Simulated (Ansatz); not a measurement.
Species: C4H9O, charge 0, multiplicity 2. It need not be the lowest isomer of its formula. SMILES: [C](CO)(C)C
Geometry from a B3LYP-D3(BJ)/def2-TZVP (Ansatz, an electronic-structure program) optimisation:
```
C
C 1 1.4865
H 2 1.0979 1 109.69
H 2 1.1076 3 106.69 1 -119.06
O 2 1.4291 3 110.69 4 -118.85
H 5 0.9622 2 108.47 3 73.48
C 1 1.4879 2 119.19 3 166.69
H 7 1.0890 1 111.40 2 -35.15
H 7 1.0928 8 108.91 1 123.09
H 7 1.1032 8 107.31 9 114.85
C 1 1.4882 2 118.12 3 -34.49
H 11 1.0924 1 111.99 2 35.94
H 11 1.0931 12 108.30 1 -123.10
H 11 1.1027 12 106.83 13 -114.00
```
Charge 0, spin multiplicity 2.

Property: atomisation energy (electronic, to ground-state atoms), in kJ/mol. Correlated levels leave the core frozen unless marked. Open shells are spin-unrestricted. Spin-orbit coupling is left out. Non-relativistic. The coupled-cluster limit lacks core correlation, which all-electron functionals hold. Basis-set limits of correlation are two-point, X^-3; Hartree-Fock from the larger set.

```tsv
level	program	atomisation energy (kJ/mol)
PBE-D3(BJ)/def2-TZVPD	Ansatz + dftd3	…
PBE0/def2-QZVPP	Ansatz	5446.0
BHLYP-D4/def2-TZVPD	Ansatz + dftd4	5280.5
HSE06-D4/def2-TZVPD	Ansatz + dftd4	…
LC-wPBE-D3(BJ)/def2-TZVPD	Ansatz + dftd3	5444.5
B2PLYP/def2-TZVPD	Ansatz	…
PBE-QIDH/def2-TZVPD	Ansatz	5384.4
RPA@PBE/cc-pVTZ	Ansatz	5066.3
RPA@PBE/cc-pVQZ	Ansatz	5127.3
SCS-MP2/STO-3G	Ansatz	5396.3
CCSD/6-31G*	Ansatz	4902.1
CCSD/cc-pVTZ	Ansatz	5223.3
CCSD(T) with core electrons/cc-pwCVTZ	Ansatz	…
CCSD(T)/CBS(cc-pVTZ,cc-pVQZ)	Ansatz	5411.4
```

### Question
Fill in the missing entries.

### Answer

- PBE-D3(BJ)/def2-TZVPD, atomisation energy (kJ/mol): 5542.0
- HSE06-D4/def2-TZVPD, atomisation energy (kJ/mol): 5461.3
- B2PLYP/def2-TZVPD, atomisation energy (kJ/mol): 5349.3
- CCSD(T) with core electrons/cc-pwCVTZ, atomisation energy (kJ/mol): 5312.9
